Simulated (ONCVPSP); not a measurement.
## Varying the ONCV potential for Te (Z = 52)

Base potential:

```json
{
 "Element": "tellurium",
 "Generator": "ONCVPSP 4.0.1",
 "Type": "optimised norm-conserving Vanderbilt (ONCV)",
 "Functional": "PBE",
 "Relativity": "scalar-relativistic",
 "Frozen core": "[Ar] 3d10",
 "Valence charge": "24",
 "Reference configuration": "4s2 4p6 4d10 5s2 5p3 (charge +1)",
 "Partial waves": "4s+5s: rc 1.45 bohr, ncon 5, nbas 9, qcut 9.4 1/bohr, 2 projectors; 4p+5p: rc 1.40 bohr, ncon 4, nbas 9, qcut 9 1/bohr, 2 projectors; 4d: rc 0.90 bohr, ncon 3, nbas 6, qcut 10.1 1/bohr, 2 projectors, debl 2.3 Ha",
 "Local potential": "polynomial inside 0.60 bohr (lpopt 5, dvloc0 0 Ha)",
 "Core correction": "Teter function, fcfact 5.25, rcfact 1.4"
}
```

All-electron outer shells of the reference configuration (PBE, scalar-relativistic, ld1.x):

| shell | level (eV) | outermost node (bohr) | outermost maximum (bohr) |
| --- | --- | --- | --- |
| 3p | -813.00 | 0.13 | 0.29 |
| 3d | -569.15 | – | 0.24 |
| 4s | -173.44 | 0.38 | 0.70 |
| 4p | -123.46 | 0.38 | 0.74 |
| 4d | -50.68 | 0.36 | 0.81 |
| 5s | -23.44 | 0.91 | 1.77 |
| 5p | -13.68 | 1.00 | 2.11 |

Cutoffs, loose and tight: the cutoffs (Ha) at which the residual kinetic energy of the hardest occupied pseudo-wave falls to 1 and 0.1 mHa per electron. They do not see the model core or the augmentation charge, which bear on the density cutoff. Test errors are all-electron minus pseudo excitation energies from the reference, over the configurations 4s2 4p6 4d10 5s2 5p4; 4s2 4p6 4d10 5s2 5p2; 4s2 4p6 4d10 5s2 5p1; 4s2 4p6 4d10 5s1 5p5. A dash means not determined; rows that change the core or the reference have their own tests.

A true bound ghost makes a file unfit for plane-wave use even where its test errors are small: the radial tests pick states by their node count and pass the ghost by.

```tsv
change	outcome	cutoff, loose	cutoff, tight	bound ghosts	GHOST(+) flags above zero	largest test error (meV)
base	generated	52 Ha	134 Ha	s	p	-11
core correction Teter function, fcfact 5.25, rcfact 0.96	generated	52 Ha	134 Ha	s	p	-11
s: qcut 5.9	generated	52 Ha	134 Ha	s	p	-11
local potential polynomial inside 0.60 bohr (lpopt 5, dvloc0 1 Ha)	generated	52 Ha	134 Ha	s	p	-12
core correction Teter function, fcfact 7, rcfact 1.4	generated	52 Ha	134 Ha	s	p	-12
s: qcut 6.9; p: qcut 6.6; d: qcut 7.4	generated	159 Ha	253 Ha	s	p, d	-11
```

**Question.** What comes out with this change to the base: functional PBEsol?

**Answer.** outcome: generated; cutoff, loose: 52 Ha; cutoff, tight: 136 Ha; bound ghosts: s; GHOST(+) flags above zero: p; largest test error (meV): -11.
